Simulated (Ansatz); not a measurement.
Species: [Sc(F)3] (charge 0, multiplicity 1), formula F$_{3}$Sc.

Q: How many basis functions does frozen-core CCSD(T)/def2-TZVPP // BP86-D3(BJ)/def2-SVP (Ansatz, a program for electronic structure) use, how many core orbitals are frozen, and how many electrons are correlated?

A: 157 basis functions and 8 frozen orbitals, which leaves 32 correlated electrons. Core time is of the order of minutes.
